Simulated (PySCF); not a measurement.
**Working out the ionisation energy of Ga**

Ga [Ar] 3d10 4s2 4p1 (2P) → Ga⁺ [Ar] 3d10 4s2 (1S). Computed with PySCF 2.14 in aug-cc-pVQZ-PP with ECP10MDF (7s6p5d3f2g, 89 functions), with scalar relativity through the core potential. Frozen: 3s2 3p6 3d10. Energies in hartree (1 hartree = 27.21139 eV):

```json
{"part": "UHF", "Ga (lower)": "-258.303227", "Ga⁺ (upper)": "-258.099819"}
{"part": "MP2 opposite-spin", "Ga (lower)": "-0.033586", "Ga⁺ (upper)": "-0.027688"}
{"part": "MP2 same-spin", "Ga (lower)": "-0.002655", "Ga⁺ (upper)": "0.000000"}
```

Question: What does Hartree-Fock give?

Answer: (-258.099819) − (-258.303227) = 0.203408 hartree = 5.535 eV.

Question: What do MP2 and SCS-MP2 (6/5 opposite-spin, 1/3 same-spin) give?

Answer: The opposite-spin parts differ by 0.160 eV and the same-spin parts by 0.072 eV. MP2: 5.535 + (0.160) + (0.072) = 5.767 eV. SCS-MP2: 5.535 + 1.2 × (0.160) + (0.072)/3 = 5.751 eV.

Measured between the centres of the two terms (NIST): 5.931 eV, so MP2 (valence) is off by -0.164 eV.

What remains against the reference includes basis incompleteness, the frozen core and correlation beyond second order.
